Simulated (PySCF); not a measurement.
**Excitation energy of Ag²⁺ by level of theory**

Ag²⁺ [Kr] 4d9 (2D) → Ag²⁺ [Kr] 4d8 5p1 (high-spin determinant), as a difference of total energies. Calculation: PySCF 2.14, in def2-TZVPPD with the def2 core potential (28 electrons) (6s4p3d2f1g, 56 functions); a scalar-relativistic core potential. Correlated levels: valence: 4s2 4p6 frozen. The calculations carry no spin-orbit coupling.

```json
{"method": "UHF", "excitation energy (eV)": "14.117"}
{"method": "MP2 (valence)", "excitation energy (eV)": "15.334"}
{"method": "SCS-MP2 (valence)", "excitation energy (eV)": "15.375"}
{"method": "CCSD (valence)", "excitation energy (eV)": "15.105"}
{"method": "CCSD(T) (valence)", "excitation energy (eV)": "15.128"}
```

How much does correlation contribute at CCSD(T) (valence)?

15.128 − (14.117) = 1.011 eV, measured against UHF.

The determinant of the upper state mixes LS terms, which raises its energy above the lowest term, most at the Hartree-Fock and MP2 levels.
